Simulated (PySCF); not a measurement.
## Telling isomers of C8H7F apart by NMR

Non-relativistic, fast rotation and ring inversion assumed for equivalent nuclei, no solvent, one conformer. NMR shieldings at PBE0/pcSseg-1/GIAO; coordinates at the GFN2-xTB level; PySCF 2.14.0 with density-fitted response routines.

Shifts are taken against calculated references (same method and geometry level): TMS for 1H (31.72 ppm) and 13C (186.93 ppm). Splittings of carbon signals by F and P are missing where no couplings were computed. Where no couplings were computed, multiplicities follow the n + 1 count of equivalent neighbours, and m marks all less simple cases (inequivalent or close neighbours, rings, F or P nearby). Shifts are as computed. Against solution values, carbons near 30 ppm lie about +3 ppm off and those near 130 ppm about +5 ppm. Of 1211 compounds with measured shifts, 218 miss one by over three times the rms of a fit or turn the order of signals round; such compounds aren't used in these exercises.

(1) Tabulate the signals of `C#C[C@H]1CC(=C)/C1=C\F`, `C#CC#C/C(C)=C(\C)F` and their relative energies.

(2) What is the quickest way to tell C#C[C@H]1CC(=C)/C1=C\F from C#CC#C/C(C)=C(\C)F?

Results:

(1) 
```tsv
SMILES	carbon types	δC	δH	E rel. (kcal/mol)
C#C[C@H]1CC(=C)/C1=C\F	3×C 3×CH 2×CH2	157.0, 147.5, 130.2, 120.1, 90.3, 77.1, 38.6, 25.4	6.98 (m, 1H), 5.90 (br s, 1H), 5.52 (br s, 1H), 3.57 (m, 1H), 3.02 (m, 1H), 2.80 (m, 1H), 1.70 (d, 1H)	5.4
C#CC#C/C(C)=C(\C)F	5×C 1×CH 2×CH3	181.5, 103.6, 89.2, 81.0, 76.8, 73.5, 20.5, 16.6	2.41 (m, 3H), 1.97 (s, 1H), 1.95 (s, 3H)	0.0
```

Energies are electronic energies at PBE0/pcSseg-1 on these geometries, without zero-point or thermal terms, each for the one conformer computed, which needn't be the lowest.

(2) Both give the same number of carbon signals, but DEPT or the intensities differ. The first has an alkene CH at 157.0 ppm, the second an allylic methyl carbon (CH3) at 20.5 ppm. Their most deshielded carbons lie at 157.0 and 181.5 ppm. In the proton spectra the most deshielded non-exchanging signals are 6.98 (m, 1H) and 2.41 (m, 3H).
